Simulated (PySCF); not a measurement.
A PySCF script (with the pyscf-properties extension) for the NMR shieldings of SMILES CS/C(=C/CCC)[SiH2]F, C$_{6}$H$_{13}$FSSi, on a GFN2-xTB geometry:

```python
import basis_set_exchange as bse
import numpy as np
from pyscf import gto, dft
from pyscf.prop import nmr

atoms = """
C    -3.282337    0.374336    0.438630
C    -1.867779    0.690574   -0.029205
C    -0.823052   -0.089880    0.775996
C     0.561569    0.243391    0.323654
C     1.389252   -0.612555   -0.271058
Si    1.023798   -2.421339   -0.677390
F     0.512149   -3.168674    0.659553
S     3.009764   -0.162319   -0.837729
C     3.152336    1.614327   -0.486593
H    -3.488939   -0.688550    0.336284
H    -4.012679    0.924752   -0.149885
H    -3.408142    0.647021    1.484260
H    -1.764559    0.435157   -1.086373
H    -1.680315    1.762378    0.074196
H    -1.013668   -1.158117    0.673115
H    -0.924801    0.172827    1.833328
H     0.848288    1.272090    0.502061
H    -0.078808   -2.544074   -1.621558
H     2.235834   -3.124962   -1.053320
H     4.133653    1.903208   -0.849302
H     3.086499    1.790059    0.583292
H     2.381529    2.159733   -1.023589
"""
names = dict.fromkeys(["C", "Si", "F", "S", "H"], "pcSseg-1")
basis = {el: gto.basis.parse(bse.get_basis(n, elements=[el], fmt="nwchem")) for el, n in names.items()}
mol = gto.M(atom=atoms, basis=basis, charge=0, verbose=0)
mf = dft.RKS(mol, xc="PBE0")
mf.grids.level = 2
mf.grids.alignment = dft.numint.BLKSIZE   # the property module wants whole blocks of grid points
mf.conv_tol = 1e-9
mf.kernel()

calc = nmr.RKS(mf)   # GIAO
C = mf.mo_coeff
Co = C[:, mf.mo_occ > 0]
resp = mf.gen_response(singlet=True, hermi=2)
def vind(x):   # induced exchange potential for any number of trial vectors
    d = np.einsum("pi,xij,qj->xpq", C, 2 * x.reshape(-1, C.shape[1], Co.shape[1]), Co, optimize=True)
    return np.einsum("xpq,pi,qj->xij", resp(d - d.transpose(0, 2, 1)), C, Co, optimize=True).ravel()
mo1, _ = nmr.rhf.solve_mo1(calc, with_cphf=vind)
sigma = calc.kernel(mo1)
for i, s in enumerate(sigma):   # ppm
    print("%2d %-2s %9.2f" % (i, mol.atom_pure_symbol(i), np.trace(s) / 3))
```

Problem. Give the expected output.

Solution. 
```
 0 C     169.92
 1 C     157.70
 2 C     145.21
 3 C      44.25
 4 C      50.10
 5 Si    357.69
 6 F     387.59
 7 S     477.34
 8 C     167.58
 9 H      30.71
10 H      30.42
11 H      30.75
12 H      30.45
13 H      30.29
14 H      29.27
15 H      29.43
16 H      25.92
17 H      26.30
18 H      26.65
19 H      29.52
20 H      29.50
21 H      29.65
```

These numbers come from an equivalent density-fitted implementation of the same equations, which agrees with the script to about 0.01 ppm for H and up to a few tenths of a ppm for heavy atoms, so last digits may differ.

Problem. Turn these shieldings into chemical shifts. References, each an isolated molecule treated in the same way: ¹³C (186.93 ppm) and ²⁹Si (349.16 ppm) and ¹H (31.72 ppm) vs TMS; CFCl3 for ¹⁹F (170.95 ppm); ³³S (503.73 ppm) against CS2.

Solution. Averaging equivalent atoms: C 3: 142.7; C 4: 136.8; C 2: 41.7; C 1: 29.2; C 8: 19.3; C 0: 17.0; Si 5: -8.5; F 6: -216.6; S 7: 26; H 16: 5.80; H 17/18: 5.24; H 14/15: 2.37; H 19/20/21: 2.16; H 12/13: 1.35; H 9/10/11: 1.09 ppm. Unscaled 19F shifts against computed CFCl3 carry errors that often reach 10 to 50 ppm.

Size and cost of the density-fitted run: 232 basis functions, 110 s wall time on 1 thread of an Arm Neoverse N1, shared host; peak memory 1.1 GiB.
